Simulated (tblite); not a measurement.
Species: C17H11N.
Structure used (GFN2-xTB), in Å, numbered top down from 1:
```
atom  x, y, z in Å
C1     3.672   -1.316   -0.409
C2     2.580   -2.113   -0.058
C3     1.340   -1.556    0.124
C4     1.127   -0.174   -0.044
C5     2.266    0.642   -0.270
C6     3.519    0.042   -0.486
C7     2.138    2.054   -0.212
C8     0.962    2.623    0.152
C9    -0.206    1.837    0.329
C10   -1.421    2.452    0.731
C11   -2.558    1.730    0.885
C12   -2.589    0.366    0.494
N13   -3.773   -0.264    0.536
C14   -3.862   -1.476    0.058
C15   -2.800   -2.122   -0.585
C16   -1.572   -1.507   -0.607
C17   -1.402   -0.259    0.022
C18   -0.158    0.450    0.100
H19    4.638   -1.770   -0.574
H20    2.717   -3.175    0.085
H21    0.529   -2.181    0.462
H22    4.368    0.680   -0.689
H23    3.012    2.659   -0.406
H24    0.883    3.693    0.284
H25   -1.408    3.512    0.942
H26   -3.476    2.168    1.246
H27   -4.834   -1.946    0.136
H28   -2.956   -3.072   -1.074
H29   -0.757   -1.949   -1.161
```

Level: GFN2-xTB in tblite, geometry and Hessian alike; calculated harmonic values, unscaled, isolated species. This tight-binding method is rough: wavenumbers can miss measured ones by several per cent, in bad cases by 10 to 20. One conformer, not necessarily the lowest.

Harmonic wavenumbers (cm⁻¹): 71.5, 81.0, 118.5, 160.7, 186.5, 234.8, 269.6, 307.4, 366.3, 380.8, 399.4, 420.3, 451.8, 473.3, 496.7, 511.4, 534.9, 548.6, 554.1, 587.0, 644.8, 678.6, 688.4, 723.4, 739.3, 750.1, 769.1, 790.1, 825.3, 838.8, 850.3, 851.6, 880.9, 909.8, 912.7, 914.9, 919.4, 925.4, 932.5, 968.4, 1020.6, 1090.3, 1100.5, 1114.6, 1145.0, 1153.8, 1172.4, 1183.0, 1204.3, 1218.6, 1228.9, 1234.5, 1246.3, 1275.2, 1329.9, 1340.1, 1353.2, 1368.1, 1388.7, 1397.7, 1418.7, 1435.5, 1477.6, 1490.4, 1513.9, 1544.7, 1569.2, 1584.3, 1603.3, 1613.4, 3049.5, 3067.8, 3071.0, 3074.3, 3077.4, 3079.0, 3082.2, 3090.0, 3091.6, 3102.0, 3107.5.

A = 826.4, B = 362.0, C = 257.3 MHz; mass 229.089 u (most abundant isotopes); point group C1, symmetry number 1.

Task: What is the zero-point energy?

Result: Half the sum of the wavenumbers: 48689 cm⁻¹ = 582.45 kJ/mol.

Task: Entropy at 200 K, 1 bar (ideal gas, RRHO, classical rotation)?

Result: Translation 168.33, rotation 131.84, vibration 82.74: S = 382.9 J/(mol K).

Task: And Cp and H(200 K) − H(0)?

Result: Cp = 150.91 J/(mol K), of which vibrations give 117.65 (their classical limit is 81 R = 673.5); H(200 K) − H(0) = 16.61 kJ/mol without the zero-point energy, 9.96 from vibrations.

Task: Blend soft modes into free rotors: weight 1/[1 + (100 cm⁻¹/ν̃)⁴] for the oscillator and the rest for a rotor with moment μB/(μ + B), μ = h/(8π²ν), B = 10⁻⁴⁴ kg m². What vibrational entropy results?

Result: 80.01 J/(mol K) in place of 82.74, which changes −T·S at 200 K by +0.54 kJ/mol.

Task: How do the functions run with temperature in this model?

Result: 
| T (K) | S (J/(mol K)) | Cp (J/(mol K)) | H − H(0) (kJ/mol) | G − H(0) (kJ/mol) | ln q(vib) |
| --- | --- | --- | --- | --- | --- |
| 150 | 345.3 | 112.8 | 10.03 | -41.77 | 2.54 |
| 250 | 420.9 | 191.9 | 25.17 | -80.07 | 5.52 |
| 298.15 | 458.2 | 231.9 | 35.37 | -101.23 | 7.14 |
| 400 | 537.6 | 311.0 | 63.11 | -151.94 | 10.81 |
| 600 | 687.4 | 427.1 | 137.79 | -274.67 | 18.56 |
| 900 | 881.8 | 528.0 | 282.63 | -511.00 | 30.17 |

q(vib) and H(0) count from the zero-point level.

Task: What must be added to the electronic energy to get the Gibbs energy at 200 K and 1 bar?

Result: ZPE + [H(200 K) − H(0)] − T·S = 582.45 + 16.61 − 76.58 = 522.48 kJ/mol.

Hindered rotation and anharmonicity are outside this model. Other conformers, if any are populated, would add a mixing term that is left out. The structure is chiral; the term R ln 2 for an equal mix with its mirror image is left out.
